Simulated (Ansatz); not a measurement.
`[NH2][GeH2][CH2]O` + H₂Se → `OC[SeH]` + `[NH2][GeH3]`  (substitution at a C–Ge bond)

Computed with Ansatz on PBE0-D4/def2-TZVP structures; ΔE is electronic, products minus reactants. CCSD(T)/CBS is the MP2 limit (def2-TZVPP, def2-QZVPP) plus CCSD(T) − MP2 in def2-TZVPP, frozen cores. Functionals use def2-TZVPP. B3LYP here is the variant with VWN-RPA as its local correlation; programs differ in this. For Ge, Se outer-core shells are correlated without core-valence functions, which leaves a few kJ/mol of doubt a bond. Scalar relativity is left out up to krypton. Each species was taken in one conformer, which may not be the lowest.

```tsv
level	ΔE (kJ/mol)	difference from CCSD(T)/CBS
PBE-D4	21.8	-3.7
r2SCAN-D4	21.9	-3.6
PBE0-D4	22.8	-2.7
B3LYP-D4	21.5	-4.0
ωB97X-V	23.5	-2.0
ωB97M-V	25.1	-0.4
PBE	19.7	-5.8
r2SCAN	21.1	-4.4
MP2/def2-TZVPP	24.4	-1.1
CCSD/def2-TZVPP	24.3	-1.2
CCSD(T)/def2-TZVPP	24.9	-0.6
HF/def2-QZVPP	11.0	-14.5
MP2/def2-QZVPP	24.4	-1.1
SCS-MP2/def2-QZVPP	21.0	-4.5
HF/CBS(def2)	10.9	-14.6
MP2/CBS(def2)	25.0	-0.5
CCSD(T)/CBS	25.5	0
```

Largest T1 diagnostic among the species: 0.011.

In def2-TZVPP, CCSD(T) changes the Hartree–Fock value by +12.7 kJ/mol (the triples alone add +0.6 kJ/mol) and MP2 by +12.2 kJ/mol. The D4 term adds +3.2 kJ/mol with B3LYP and +2.0 kJ/mol with PBE0; it sums over pairs of atoms, weighted by their polarisabilities, and B3LYP, whose exchange is more repulsive, gets the larger term.
